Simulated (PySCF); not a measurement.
CH5BFOP.
Numbering: `[CH3:1][O:2][B:3]([F:4])[PH2:5]` (hydrogens: H6, H7, H8 on C1; H9, H10 on P5)

Structure used (PBE0-D3(BJ)/def2-SVP), in Å, numbered top down from 1:
```
atom  x, y, z in Å
C1    -1.6623   -0.2052    0.0840
O2    -0.3500   -0.6012   -0.2514
B3     0.6841    0.2500   -0.3277
F4     0.5006    1.5549   -0.1034
P5     2.4189   -0.3781   -0.8921
H6    -1.9822   -0.7532    0.9826
H7    -2.3389   -0.4673   -0.7427
H8    -1.7299    0.8755    0.2773
H9     2.3637   -1.6122   -0.1850
H10    3.1514    0.3263    0.1067
```

Computed with MP2 and CCSD/aug-cc-pVDZ in PySCF, restricted Hartree–Fock reference, 9 core orbitals frozen, non-relativistic, gas phase, PBE0-D3(BJ)/def2-SVP geometry.

E(HF) = -580.63505 Eh.

(1) How large is the problem?

(2) What are the MP2 and CCSD correlation energies?

(3) What is the T1 diagnostic?

(4) How does correlation change the dipole moment?

## Answers

(1) 164 basis functions and 48 electrons; 9 orbitals frozen, which leaves o = 15 correlated occupied and v = 140 virtual orbitals. That is o·v = 2100 singles and o·v(o·v + 1)/2 = 2206050 distinct closed-shell doubles amplitudes before symmetry; the costliest CCSD step grows as o²v⁴ = 8.6 × 10^10.

(2) MP2 -0.7570 Eh and CCSD -0.8034 Eh, which gives totals of -581.39207 and -581.43846 Eh. That is 0.729 eV for each correlated electron at CCSD (2109 kJ/mol in all, 0.138 % of the total energy); MP2 gives 94.2 % of the CCSD value.

(3) 0.0146, below the customary warning level of 0.02. It is the norm of the spatial-orbital singles amplitudes over the root of the number of correlated electrons, so the norm is 0.080.

(4) HF gives 1.92 D and CCSD (unrelaxed density) 1.87 D, a change of -0.05 D.

No triples correction and no basis-set extrapolation were made.

The job also held the EOM ionisation roots. Time: 5.5 min. Hardware: one thread of an x86-64 server, on a shared host.

One conformer stands for the species.
